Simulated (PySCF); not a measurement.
C2H8O3Sn, charge +1, multiplicity 2. Atoms are numbered in the order given.

```xyz
14

O      0.0275     1.7366     1.1974
Sn     0.3233     0.1679     0.0146
O      0.9211    -1.4871     0.9319
O      1.3160     0.5647    -1.6575
C     -1.8577    -0.3625    -0.7318
C     -2.4306    -1.4462     0.1014
H      0.1231     1.5181     2.1517
H      1.6500    -1.9399     0.4514
H      1.4463     1.5276    -1.8102
H     -2.2729     0.6584    -0.6114
H     -1.5560    -0.6048    -1.7710
H     -2.6185    -1.1584     1.1544
H     -1.8771    -2.4033     0.0457
H     -3.4476    -1.6554    -0.3349
```
Charge +1, spin multiplicity 2.

The structure is a stationary point at PBE-D3(BJ)/def2-SVP. The def2 effective core potentials stand for the cores of Sn; spin–orbit coupling is left out. The values are those of a single conformer.

Computed with CAM-B3LYP/def2-TZVP in PySCF.

ESP charges are fitted to the potential on shells at 1.4 to 2.0 van der Waals radii. Atomic charges (e):

| atom | Löwdin | ESP fit | Mulliken spin |
|---|---|---|---|
| O1 | -0.27 | -0.64 | 0.10 |
| Sn2 | ___ | 1.12 | 0.09 |
| O3 | -0.27 | -0.65 | 0.08 |
| O4 | -0.27 | -0.65 | 0.10 |
| C5 | ___ | -0.13 | 0.51 |
| C6 | ___ | -0.27 | 0.00 |
| H7 | 0.20 | 0.46 | 0.00 |
| H8 | 0.20 | 0.46 | 0.00 |
| H9 | 0.20 | 0.46 | 0.00 |
| H10 | 0.17 | 0.17 | 0.00 |
| H11 | 0.17 | 0.18 | 0.00 |
| H12 | 0.16 | 0.15 | 0.01 |
| H13 | 0.16 | 0.14 | 0.01 |
| H14 | 0.20 | 0.20 | 0.09 |

Fill in the missing entries. (Estimate from the structure and the level; the computed values follow.)


- Sn2, Löwdin: 0.80
- C5, Löwdin: -0.17
- C6, Löwdin: -0.29
